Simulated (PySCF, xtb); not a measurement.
C₃H₉ClOSi, SMILES O[Si@@](C)(CC)Cl. One conformer was computed; it need not be the lowest.

Harmonic wavenumbers (cm⁻¹) from GFN2-xTB (xtb) at its own minimum, in rising order: 43, 82, 119, 143, 163, 196, 229, 236, 261, 323, 441, 661, 723, 751, 792, 832, 837, 901, 985, 1026, 1079, 1241, 1296, 1376, 1419, 1474, 1475, 1481, 1510, 1512, 2959, 2983, 3022, 3036, 3042, 3046, 3050, 3055, 3652.

### Question
What does PySCF with PBE-D3(BJ)/def2-SVP give at its own minimum? (Estimate from the structure and the level; the computed values follow.)

### Answer
68, 127, 130, 155, 181, 216, 241, 276, 289, 332, 474, 629, 651, 728, 741, 782, 836, 886, 938, 955, 1025, 1204, 1214, 1222, 1343, 1372, 1377, 1380, 1427, 1429, 2962, 2968, 2983, 3013, 3051, 3061, 3084, 3093, 3764. Paired by order, the mean absolute difference is 45 cm⁻¹ and the zero-point energies are 73.6 and 72.3 kcal/mol.
